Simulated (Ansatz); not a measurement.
Cartesian coordinates in Å:
```
C 1.720 -1.191 -0.119
S 1.410 0.514 0.369
S 0.272 1.221 -1.201
Si -1.584 0.727 -0.252
O -1.810 1.530 1.157
H 2.276 -1.223 -1.055
H 2.324 -1.629 0.678
H 0.786 -1.745 -0.212
H -2.674 1.149 -1.161
H -1.584 -0.742 -0.032
H -1.136 1.389 1.827
```

Total charge 0; spin multiplicity 1.

Task: List the PBE0/def2-TZVPP orbital energies in eV (the Gaussian-basis code of Ansatz). (An estimate is asked.)

Result: Computed: Occupied: -2423.29, -2422.80, -1803.50, -522.86, -279.17, -218.52, -218.11, -162.40, -162.29, -162.13, -161.97, -161.84, -161.75, -145.70, -100.39, -100.36, -100.33, -28.32, -23.00, -20.35, -17.31, -15.69, -13.36, -12.67, -12.36, -11.58, -10.93, -10.83, -9.86, -9.51, -8.94, -7.51, -6.93. Lowest empty: -0.95, 0.40, 0.71, 0.85, 1.58, 2.01, 2.45, 2.59.
